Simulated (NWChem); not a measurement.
Molecule: AlHSClF; SMILES [SH][Al]([F])[Cl]

```xyz
5

Al     0.3433     0.0304     0.0000
Cl    -0.6617     1.8520     0.0000
F      2.0005     0.0215     0.0000
S     -0.7273    -1.8443     0.0000
H      0.4190    -2.5636     0.0000
```
Atoms are numbered in this order, from 1.

Program: NWChem. Medium grid unless said otherwise, to which SCAN and Minnesota functionals are sensitive. Coordinates come from a PBE0/def2-SVP optimisation. Hybrids' shares of exact exchange are those that their runs print; pure functionals count as 0. The functionals differ in more than this share.

```csv
row,share of exact exchange,orbital gap (eV)
PBE/def2-SVP,0.00,5.18
M06-L/def2-SVP,0.00,6.06
B3LYP/def2-SVP,0.20,withheld
MPW1K/def2-SVP,0.43,8.82
MN15/def2-SVP,0.44,8.50
```

### Question
Fit a straight line of the last column on the one before it, predict the withheld value, and compare with the run.

### Answer

1. Means of the 4 shown rows: x = 0.217, y = 7.140. Slope Σ(x − x̄)(y − ȳ)/Σ(x − x̄)² = 1.321/0.1893 = 6.978; intercept 5.622.
2. The shown rows scatter about the line by 0.340 (root mean square); the largest residual is -0.44, at PBE/def2-SVP.
3. At x = 0.20 (B3LYP/def2-SVP; inside the shown range) the line gives 7.02.
4. The run gives 6.72, -0.30 from the line, 0.9 times the scatter.
